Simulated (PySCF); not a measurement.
Highest occupied level (eV) of eight silicon and germanium compounds: PBE beside HF, computed with PySCF for isolated molecules in the bases named; differences from unrounded values. The eight are the first of their class met in an unordered collection, after screening for sound electronic states; none was chosen by its value. Each molecule has one DFT geometry for both levels.

```tsv
molecule	basis	HF	PBE	difference
C3H7NSi, SMILES [SiH3]NCC#C	def2-TZVP	-10.39	-5.81	4.57
C2H6GeN2, SMILES [NH2][Ge@H]1[CH]=N[CH2]1	def2-TZVP	-9.99	-5.46	4.53
C3H12N2Si, SMILES CC(C)[SiH](N)N	def2-TZVP	-10.20	-5.63	4.58
C2H9NSi, SMILES C[SiH](C)N	def2-TZVP	-10.52	-5.66	4.86
Se(SH)(OSiH3) (H4OSSeSi), SMILES [SiH3]O[Se]S	def2-TZVP	-9.71	-5.68	4.02
C₂H₁₂N₂Si₂, SMILES N([SiH3])[Si@@H](CN)C	def2-TZVP	-10.23	-5.26	4.97
Si(H)2(NCO)(OMe) (C₂H₅NO₂Si), SMILES [SiH2](OC)N=C=O	def2-TZVP	-11.87	-6.88	4.99
C₂H₉FSi₃, SMILES C[Si]1(F)[SiH2]C[SiH2]1	def2-TZVP	-9.40	-5.92	3.48
```

PBE lies below HF in 0 and above it in 8 of the eight; the mean signed difference is 4.50 and the largest 4.99 eV.
